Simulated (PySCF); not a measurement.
# IS₄⁻: from structure and modes to constants

Computed with PySCF, PBE0, basis I def2-SVPD with ECP28, S def2-SVPD (scalar-relativistic core potentials, no spin–orbit coupling, density fitting).

The singlet minimum has Td symmetry. Masses (u): I 126.90447, S 31.97207.

```xyz
5
charge -1 multiplicity 1, angstrom
I     0.0000    0.0000    0.0000
S     1.3273    1.3273   -1.3273
S    -1.3273   -1.3273   -1.3273
S     1.3273   -1.3273    1.3273
S    -1.3273    1.3273    1.3273
```

Harmonic wavenumbers (cm⁻¹): 122.2 (e, ×2), 161.8 (t2, ×3), 368.1 (a1, ×1), 393.5 (t2, ×3).

(1) Find the principal moments of inertia and the rotational constants. What kind of rotor is it?

(2) Give the standard entropy (298.15 K, 1 bar) by its translational, rotational, vibrational and spin parts, and Cp.

Results:

(1) About the centre of mass I = 450.57, 450.57, 450.57 u Å². With B = 16.8576/I this gives 0.03741, 0.03741, 0.03741 cm⁻¹. The molecule is a spherical top.

(2) Sackur–Tetrode with M = 254.79 u gives 178.0; rotation with symmetry number 12 gives 104.1; vibration 74.3; spin R ln 1 = 0.0. The total is 356.3 J/(mol K), and Cp = 4 R + 64.9 = 98.2 J/(mol K).

Other isomers or separated fragments may lie lower. The lowest empty level of this anion is unbound, so it and the gap depend on the basis.
